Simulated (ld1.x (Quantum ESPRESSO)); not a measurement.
# oxygen: excitation energies, all-electron against TM

```
Element                 : oxygen (O)
Generator               : ld1.x (Quantum ESPRESSO) 7.5
Type                    : norm-conserving Troullier–Martins (Kleinman–Bylander form)
Functional              : PBE
Relativity              : non-relativistic
Frozen core             : [He]
Valence charge          : 6
Reference configuration : 2s2 2p2 (charge +2)
Partial waves           : 2s (bound): rc 0.70 bohr; 3d channel at 0.4 Ry: rc 1.10 bohr; 2p (bound): rc 1.00 bohr
Local potential         : the p channel
Core correction         : a·sin(br)/r model core inside 0.50 bohr
```

Energies are relative to the spin-unpolarised reference configuration 2s2 2p2; without spin polarisation the order of configurations can differ from experiment.

```csv
valence configuration,charge,ΔE all-electron (eV),error AE − PS (meV)
2s2 2p4,0,-50.033,+6.9
2s1 2p5,0,-35.136,+30
2s2 2p4.3,-0.3,-52.157,+4.9
2s2 2p0,+4,130.774,+292
2s1 2p4,+1,-18.424,+31
```

(1) What are ΔE and the potential's error for 2s2 2p3?

(2) What are ΔE and the potential's error for 2s2 2p1?

Levels in the configuration 2s2 2p0:

```
level  all-electron (eV)  pseudo (eV)
   2s           -102.635     -102.395
```

Results:

(1) ΔE = -33.594 eV all-electron; the error (AE − PS) is +6.7 meV.

(2) ΔE = 53.872 eV all-electron; the error (AE − PS) is +36 meV.
